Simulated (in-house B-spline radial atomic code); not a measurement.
The numbers below are computed, except where a source is named.
## Cd in an electron gas of r_s = 1.8: phase shifts, screening and friction

A nucleus sits in a uniform electron gas with a rigid positive background. The Kohn-Sham equations are solved self-consistently in the spin-unpolarised LDA (PW92), non-relativistic, on B-splines with outgoing waves at the boundary and partial waves to l = 8. The model has no lattice, no bands and no magnetic solution. Atomic units; δ_l are the phase shifts at the Fermi level, counted so that each bound state adds π, and good to about 0.0005.

The density parameter is r_s = 1.8 bohr.

| l | δ_l (rad) |
| --- | --- |
| 0 | 12.4301 |
| 1 | 9.8758 |
| 2 | 6.3476 |
| 3 | 0.1740 |
| 4 | 0.0315 |
| 5 | 0.0066 |
| 6 | 0.0015 |
| 7 | 0.0003 |
| 8 | 0.0001 |

Bound levels below the band bottom (hartree): d -14.29, s -3.261, p -2.064, d -0.1561, s -0.00921 and deeper ones.

Check the Friedel sum rule, and say where the screening charge sits.

k_F = (9π/4)^(1/3)/r_s = 1.06620. The rule is Z = (2/π) Σ (2l + 1) δ_l. The terms are s 7.913, p 18.861, d 20.205, f 0.775 and 0.243 beyond, in all 47.998 against Z = 48. Bound states hold 10 s, 18 p, 20 d electrons, so the scattering states carry 0.00 in all; where a term is smaller than its bound count, the bound level has drawn weight out of the band.

Find the transport cross section and the electronic stopping of a 1 keV Cd ion (mass 112.41 u).

σ_tr = (4π/k_F²) Σ (l + 1) sin²(δ_l − δ_(l+1)). The terms for l = 0 to 3 are 0.3070, 0.2843, 0.0359, 0.0807, all together 0.7112, so σ_tr = 11.054 × 0.7112 = 7.862 bohr². With n = 3/(4π r_s³) = 0.04093, the friction coefficient is Q = n k_F σ_tr = 0.3431. For v well below v_F = 1.066, dE/dx = Q v; with 24801 eV per u at v = 1, v = √(1000/(24801 × 112.41)) = 0.0189, so dE/dx = 0.00650 hartree/bohr = 3.34 eV/nm. The largest term couples the s and p waves.
